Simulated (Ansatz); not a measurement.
H₈N₂Si₂Sn, SMILES `[NH2][Sn][N]([SiH3])[SiH3]`. Charge 0, multiplicity 1. Sn takes the def2 core potential. All single points use the PBE0-D4/def2-TZVP geometry. It is one conformer, not always the lowest.

```xyz
13

N     0.697   -1.520    2.110
Sn   -1.000   -0.483    1.788
N    -0.430    0.267   -0.069
Si   -1.502    1.380   -0.839
Si    1.016   -0.200   -0.886
H     1.540   -1.520    1.556
H     0.816   -2.077    2.942
H    -2.691    1.556    0.045
H    -0.877    2.716   -1.052
H    -1.972    0.891   -2.165
H     1.180    0.622   -2.118
H     2.222    0.004   -0.032
H     1.000   -1.636   -1.280
```

Question: What is the dipole moment at PBE/def2-TZVPP? (Estimate.)

Answer: Ansatz gave: 1.99 D, with components (0.23, -0.98, 1.71) D in this frame, pointing from negative to positive charge.

Question: And with r2SCAN, B3LYP, ωB97M-V? (An estimate is asked.)

Answer: The calculation gave: r2SCAN 1.99 D, B3LYP 1.97 D, ωB97M-V 2.01 D.

Question: Give the Mulliken charges with PBE, ωB97M-V, r2SCAN in def2-TZVPP. (An estimate is asked.)

Answer: The calculation gave: 
| atom | PBE | ωB97M-V | r2SCAN |
| --- | --- | --- | --- |
| N1 | -0.55 | -0.55 | -0.61 |
| Sn2 | 0.61 | 0.70 | 0.70 |
| N3 | -0.47 | -0.62 | -0.63 |
| Si4 | 0.24 | 0.22 | 0.36 |
| Si5 | 0.24 | 0.21 | 0.35 |
| H6 | 0.15 | 0.13 | 0.16 |
| H7 | 0.15 | 0.12 | 0.16 |
| H8 | -0.06 | -0.04 | -0.08 |
| H9 | -0.07 | -0.04 | -0.09 |
| H10 | -0.07 | -0.04 | -0.08 |
| H11 | -0.05 | -0.02 | -0.07 |
| H12 | -0.07 | -0.05 | -0.09 |
| H13 | -0.06 | -0.03 | -0.07 |

B3LYP here is the variant with VWN-RPA as its local correlation; programs differ in this.
